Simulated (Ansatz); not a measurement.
## Isomers

Structures of AlBH$_{3}$OF, singlet, relaxed at PBE0-D4/def2-TZVP (vibrations not checked; lower isomers may exist, and structures with a doubtful reference or unclear bonds are left out). Program: Ansatz 0.2.0. Basis: def2-TZVPP. Cores are frozen in the correlated methods. B3LYP uses VWN-RPA correlation.

(1) Rank them by CCSD(T) energy, lowest first, and give each one's height above the lowest. Links in brackets join atoms within 1.22 times the sum of their covalent radii (1.1 for two metals). (Judge from chemistry; the value comes from the calculation.)
A.
AlBH₃OF ([F][B][O][AlH3])
```
7
angstrom
F -2.1305 0.9080 1.3426
B -1.0461 0.5349 0.8018
O -0.0133 0.1795 0.2862
Al 1.7203 -0.4110 -0.5250
H 2.7009 0.1008 0.6281
H 1.4188 -1.9777 -0.6078
H 1.6502 0.4368 -1.8771
```
B.
a complex of AlBH₂O ([BH2][O][Al]) + HF
```
7
angstrom
B -0.4305 1.2066 0.7019
O 0.1049 0.3417 -0.1636
Al 0.7774 -0.8066 -1.2360
F 0.0310 -2.6830 0.6269
H -1.5977 1.4958 0.6154
H 0.2574 1.6968 1.5621
H 0.2827 -3.5135 0.3107
```
C.
AlBH₃OF ([BH2][O][AlH][F])
```
7
angstrom
B -0.4348 1.2885 0.7163
O -0.0435 0.1922 0.0607
Al 0.4283 -1.2118 -0.7146
F 0.1668 -2.6391 0.0534
H -1.5512 1.7066 0.5546
H 0.3374 1.8430 1.4537
H 1.0971 -1.1794 -2.1240
```

(2) Do PBE-D4, r2SCAN-D4, PBE0-D4, B3LYP-D4, wB97M-V, HF, MP2 give the same order? (Judge from chemistry; the calculation decides.)

The T1 diagnostic stays at or below 0.015.

For scale, one of the runs: CCSD(T)/def2-TZVPP, 177 basis functions, launched by `ansatz run in.yaml --threads 2 --pin off --events-out ev --progress --plain --max-ram 4352MiB`. The run took 69 s on 2 CPU threads of an AMD EPYC 7571 (shared host), with 1.6 GiB of host memory at its peak.

## Answers

(1) Computed: C (0.0 kJ/mol), A (222.0 kJ/mol), B (233.3 kJ/mol). Heights count from the lowest.

(2) By the calculation: All do.
